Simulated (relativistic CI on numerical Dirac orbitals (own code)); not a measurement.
L2,3 absorption of cobalt in several valence states

Computed multiplet spectra 2p⁶3dⁿ → 2p⁵3dⁿ⁺¹ (Dirac-Coulomb-Breit ions, Slater integrals scaled by 0.8, an assumed crystal field that grows with the charge, no charge transfer; 300 K; Lorentzian 0.4 eV and Gaussian 0.3 eV FWHM at both edges, so that L2 comes out sharper than in experiment). Peaks over 5 % are given in eV from the highest peak in the L3 region of each spectrum (height, largest 100). S of the lowest state is read from ⟨S²⟩, and the branching ratio is the share of L3, cut at the minimum between the edges.

Field parameters in Wybourne normalisation: Oh B⁴₀ = 21Dq, B⁴₄ = √(5/14) B⁴₀. The field is a parameter set, without covalency.

- Co3+ (d6, Oh, 10Dq = 21400 cm⁻¹): S = 0.03, low spin, branching ratio 0.66; peaks -2.4 (7), 0.0 (100), 1.6 (14), 2.4 (28), 14.0 (49), 16.0 (12)
- Co4+ (d5, Oh, 10Dq = 26250 cm⁻¹): S = 2.49, high spin, branching ratio 0.77; peaks -3.2 (42), -1.7 (9), 0.0 (100), 1.7 (22), 4.2 (6), 12.5 (13), 14.5 (9), 15.8 (15), 17.4 (11)
- Co5+ (d4, Oh, 10Dq = 31100 cm⁻¹): S = 1.11, low spin, branching ratio 0.70; peaks -6.1 (42), -3.7 (46), -2.1 (91), -1.1 (80), 0.0 (100), 1.8 (26), 10.3 (14), 11.8 (44), 12.3 (49), 13.1 (64), 14.6 (19), 15.2 (19), 16.5 (13), 17.9 (5)

**Question.** What spin state follows for Co2+ in Oh, 10Dq = 16600 cm⁻¹, and does its branching ratio lie nearer 2/3 or nearer 0.8?

**Answer.** Co2+ (d7, Oh, 10Dq = 16600 cm⁻¹): S = 1.50, high spin, branching ratio 0.81; peaks -3.9 (68), -2.9 (24), -1.4 (95), 0.0 (100), 1.4 (19), 2.5 (9), 12.0 (6), 13.4 (23), 14.3 (23), 15.0 (24), 16.2 (8). High-spin states, above all those with an unquenched orbital moment, raise the ratio above the statistical 2/3; low spin and nearly empty shells keep it near or below 2/3.

The centroid of the whole edge, which also moves with the branching ratio, lies at 784.1 (Co2+), 789.2 (Co3+), 791.1 (Co4+), 796.1 (Co5+) eV in this ionic model, in steps of 1.9 to 5.1 eV. Compounds show about 1 to 2 eV a unit and lower energies for the high valences, since ligands screen the charge. The multiplet shape follows the d count and the spin state, and so serves as a fingerprint of valence. Real compounds of Co4+ are mostly low spin, since covalency shrinks the Slater integrals more than this scale does. Co5+ lies at a spin crossover.
